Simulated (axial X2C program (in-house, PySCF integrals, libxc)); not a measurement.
## What spin–orbit coupling does to GaCl⁻

Calculated with an in-house all-electron X2C program for linear molecules (integrals from PySCF). Spin-free means the one-electron spin-free X2C Hamiltonian; two-component (2c) means X2C with spin–orbit coupling and atomic mean-field two-electron Coulomb and Gaunt terms, so the difference of the two also holds small scalar two-electron terms. Basis: Ga dyall-acv3z [10s10p8d5f1g], Cl dyall-av3z [9s8p3d2f] (cores contracted in-house); Gaussian nuclei, density fitting, unrestricted open shells. Masses: Ga 68.926 u, Cl 34.969 u.

Spin-free state: M_S = 1/2, Λ = 1 (beyond evenly filled blocks: π+α); fragments Ga + Cl-.

| level | Re (Å) | ωe (cm⁻¹) | De (eV) | μ (D) |
| --- | --- | --- | --- | --- |
| PBE0 | 2.360 | 250.0 | 1.463 | 0.21 |
| HF | 2.415 | 216.3 | 1.055 | -0.08 |
| CCSD | 2.404 | 238.4 | 1.373 | n/a |
| CCSD(T) | 2.402 | 241.9 | 1.413 | n/a |
| TPSS | 2.365 | 247.9 | 1.446 | 0.32 |

Correlated methods: 11 electrons correlated (number of frozen shells: Ga 3 s, 2 p, 1 d; Cl 2 s, 1 p), 289 virtual spin orbitals or spinors in MP2, 90 natural virtuals in coupled cluster.

Dipoles are positive if Cl is the positive end and refer to the centre of mass.

(1) Within this multiplet, which Ω should lie lowest by the rule for regular and inverted multiplets?

Two-component determinant lowest at the distance of the search:

Ω = 1/2 (⟨Sz⟩ = -0.50, ⟨Lz⟩ = 1.00 at HF); fragments Ga + Cl-.

```
  level  Re (Å)  ωe (cm⁻¹)  De (eV)  μ (D)
   PBE0   2.364      248.7      n/a   0.15
     HF   2.420      215.0      n/a  -0.17
   CCSD   2.407      237.2    1.342    n/a
CCSD(T)   2.405      240.7    1.382    n/a
   TPSS   2.369      246.4      n/a   0.25
```

(2) From the two tables, how do the constants change at the CCSD(T) level (2c against spin-free)?

The state is one determinant whose occupation by symmetry is held fixed; it was picked as the lowest of a PBE0 search that is not exhaustive. De is counted from the lowest determinant-based energies of the atoms at the same level, without counterpoise correction. De is not given where an atomic determinant may have missed its ground term or J level, or where the truncated virtual space spoils (T). Density functionals use the spin component along the axis (collinear). CCSD and (T) use frozen natural virtuals with an MP2 correction for the truncation; (T) itself is uncorrected, so its De runs slightly low. The highest occupied level is positive at some bond lengths even in Hartree–Fock (under at least one Hamiltonian), so the basis set holds the extra electron there; where that holds at Re the anion is at best weakly bound and its constants depend on the basis. Without a current term, density functionals place determinants with orbital angular momentum somewhat too high. With the outer-core shells frozen, correlated bond lengths of heavy atoms tend to come out a few hundredths of an ångström too long. Hartree–Fock gets electron affinities wrong, so its lowest charge split need not be the true one.

Answers

(1) The open π shell holds one electron, so the multiplet is regular: Ω = Λ − 1/2 = 1/2. The PBE0 2c search agrees, though Ω = 3/2 of the search lies only 0.04 eV higher.

(2) At the CCSD(T) level Re increases by 0.003 Å and ωe falls by 1.2 cm⁻¹; De changes by -0.031 eV.
